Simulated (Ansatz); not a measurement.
System: 4-fluoro-1,3-dioxole, C₃H₃FO₂ (charge 0, singlet). SMILES: O1C(=COC1)F
Geometry from a B3LYP-D3(BJ)/def2-TZVP (Ansatz, a first-principles code) optimisation:
```xyz
9

F      1.8074    -0.9228     0.0089
C      0.6831    -0.2434     0.0040
C      0.4343     1.0462     0.1720
O     -0.9358     1.2561    -0.0199
C     -1.4902    -0.0489     0.0660
O     -0.4372    -0.9683    -0.2724
H      1.0694     1.8915     0.3512
H     -1.8082    -0.2534     1.0981
H     -2.3064    -0.1575    -0.6433
```

Computed values are from Ansatz. Cores are frozen in the correlated levels unless marked. Open shells are spin-unrestricted. Spin-orbit coupling is left out. Non-relativistic. Basis-set limits of correlation are two-point, X^-3; Hartree-Fock from the larger set. The bracket is a focal-point correction in the basis named.

**Question.** What is the T1 diagnostic at CCSD/cc-pVTZ?

**Answer.** 0.013.

**Question.** What is the atomisation energy De at RI-MP2/CBS(cc-pVTZ,cc-pVQZ)+[CCSD(T)-MP2]/cc-pVTZ?

**Answer.** 3849.9 kJ/mol.

**Question.** What is the total energy at RI-MP2/CBS(cc-pVTZ,cc-pVQZ)+[CCSD(T)-MP2]/cc-pVTZ?

**Answer.** -366.0150 Eh.

**Question.** What is the dipole moment at CCSD(T)/aug-cc-pVDZ?

**Answer.** 1.12 D.
